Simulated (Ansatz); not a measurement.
Species: CH₂N, charge 0, multiplicity 2. It need not be the lowest isomer of its formula. SMILES: [CH][NH]
Structure (B3LYP-D3(BJ)/def2-TZVP (Ansatz, a quantum-chemistry and plane-wave program) minimum search):
```xyz
4

C      0.0330     0.0062    -0.6452
N     -0.0307    -0.0059     0.5805
H      0.9162     0.2940    -1.2272
H     -0.8993    -0.2899     1.0349
```
Charge 0, spin multiplicity 2.

Property: vertical electron affinity (to the singlet state of charge -1; a negative value means that the extra electron is unbound and the number depends on the basis; each state is the SCF solution reached for its spin; for the singlet the Hartree-Fock reference is unstable and T1 is 0.031), in eV. Cores are frozen in the correlated levels unless marked. UHF or UKS for open shells. Spin-orbit coupling is left out. No relativistic terms. Anions need diffuse functions: aug- sets have them; def2-D sets add few. Basis-set limits of correlation are two-point, X^-3; Hartree-Fock from the larger set.

| level | program | vertical electron affinity (eV) | minus last row |
|---|---|---|---|
| MP2/def2-TZVPPD | Ansatz | -0.20 | 0.00 |
| RI-MP2/aug-cc-pVTZ | Ansatz | -0.02 | 0.18 |
| RI-MP2/def2-QZVPPD | Ansatz | -0.08 | 0.12 |
| RI-MP2/CBS(def2-TZVPPD,def2-QZVPPD) | Ansatz | -0.03 | 0.17 |
| CCSD/aug-cc-pVDZ | Ansatz | -0.35 | -0.15 |
| CCSD/def2-TZVPPD | Ansatz | -0.38 | -0.18 |
| CCSD(T)/CBS(def2-TZVPPD,def2-QZVPPD) | Ansatz | -0.20 | 0.00 |
